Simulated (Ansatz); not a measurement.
Reaction (ligand exchange at the As–C bond): `O[SiH2]C[AsH2]` + CH₃SH → `CS[AsH2]` + `C[SiH2]O`

Calculated with Ansatz (gas phase, PBE0-D4/def2-TZVP geometries, no zero-point term in ΔE). CCSD(T)/CBS is the MP2 limit (def2-TZVPP, def2-QZVPP) plus CCSD(T) − MP2 in def2-TZVPP, frozen cores. This one scheme is used for every species. Functionals use def2-TZVPP. B3LYP here is the variant with VWN-RPA as its local correlation; programs differ in this. For As outer-core shells are correlated without core-valence functions, which leaves a few kJ/mol of doubt a bond. Scalar relativity is left out up to krypton. One conformer a species, not always the lowest.

| level | ΔE (kJ/mol) | difference from CCSD(T)/CBS |
| --- | --- | --- |
| r2SCAN-D4 | -47.8 | -7.3 |
| PBE0-D4 | -46.0 | -5.5 |
| B3LYP-D4 | -48.0 | -7.5 |
| ωB97X-V | -42.7 | -2.2 |
| ωB97M-V | -42.6 | -2.1 |
| B2PLYP | -45.7 | -5.2 |
| r2SCAN | -48.3 | -7.8 |
| PBE0 | -47.4 | -6.9 |
| B3LYP | -50.5 | -10.0 |
| HF/def2-TZVPP | -47.7 | -7.2 |
| CCSD/def2-TZVPP | -36.4 | 4.1 |
| CCSD(T)/def2-TZVPP | -36.2 | 4.3 |
| HF/def2-QZVPP | -47.8 | -7.3 |
| MP2/def2-QZVPP | -40.3 | 0.2 |
| MP2/CBS(def2) | -42.1 | -1.6 |
| CCSD/CBS(def2) | -40.7 | -0.2 |
| CCSD(T)/CBS | -40.5 | 0 |

Largest T1 diagnostic among the species: 0.011.

In def2-TZVPP, CCSD(T) changes the Hartree–Fock value by +11.5 kJ/mol (the triples alone add +0.2 kJ/mol) and MP2 by +9.9 kJ/mol.
